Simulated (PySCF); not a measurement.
**Working with the constants of AlPb**

UHF-CCSD(T) constants of AlPb, ⁴Σ⁻ (quartet), unpaired electrons σ ↑, π ↑↑ (basis Al def2-SVPD, Pb def2-SVPD with ECP60; scalar-relativistic core potentials; PySCF 2.14; masses 26.9815 and 207.9766 u):

- ωe: 241.2 cm⁻¹
- ωexe: 0.931 cm⁻¹
- Be: 0.09393 cm⁻¹
- αe: 0.000494 cm⁻¹
- D (centrifugal): 5.7e-08 cm⁻¹
- De to Al + Pb: 1.84 eV

Give the vibrational terms G(v) and spacings up to v = 6.

G(v) = ωe(v+½) − ωexe(v+½)².

```
v  G(v) (cm⁻¹)  G(v) − G(v−1)  Bv (cm⁻¹)
0        120.4                   0.09368
1        359.7          239.3    0.09319
2        597.2          237.5    0.09269
3        832.8          235.6    0.09220
4       1066.5          233.8    0.09171
5       1298.4          231.9    0.09121
6       1528.5          230.0    0.09072
```

How well does the Morse estimate ωe²/(4ωexe) reproduce De, and what is D0?

It gives 1.94 eV, 105 % of the computed De. D0 = De − G(0) = 1.84 − 0.01 = 1.83 eV.

Correlated steps freeze 9 core orbitals. Correlated levels converge slowly with the basis: in double zeta they bind strong bonds too weakly, by up to about 1 eV, and carry superposition errors of some tenths. These are scalar-relativistic numbers at best; spin–orbit coupling would shift them, the dissociation energy most. The state was picked by a PBE0 search and need not be the measured ground state.
